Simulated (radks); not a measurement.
Q: All-electron atom: the lead ion Pb4+ in [Xe] 4f14 5d10 (the NIST ground configuration). All-electron calculation, Dirac Kohn-Sham, BLYP, spin-unpolarised, spherical densities, finite nucleus; Fermi nuclear charge, rms radius 5.5012 fm. Program: a radial shooting solver on a logarithmic mesh with Libxc functionals.

Spin-orbit splittings of the eigenvalues, e(l+1/2) - e(l-1/2), with zeta = 2 splitting/(2l+1) and mean radii in bohr:

| shell | occ. | splitting (eV) | zeta (eV) | <r> j=l-1/2 | <r> j=l+1/2 |
|---|---|---|---|---|---|
| 2p | 6 | 2190 | 1460 | 0.05487 | 0.06379 |
| 3p | 6 | 488.6 | 325.7 | 0.1644 | 0.1807 |
| 3d | 10 | ? | ? | 0.1570 | 0.1619 |
| 4p | 6 | 119.6 | 79.76 | 0.3853 | 0.4198 |
| 4d | 10 | 22.33 | 8.933 | 0.4246 | 0.4356 |
| 4f | 14 | 5.034 | 1.438 | 0.4507 | 0.4570 |
| 5p | 6 | 22.49 | 14.99 | 0.9110 | 1.001 |
| 5d | 10 | 2.723 | 1.089 | 1.240 | 1.280 |

Estimate the 3d splitting.

A: 104.0 eV (zeta = 41.60 eV).
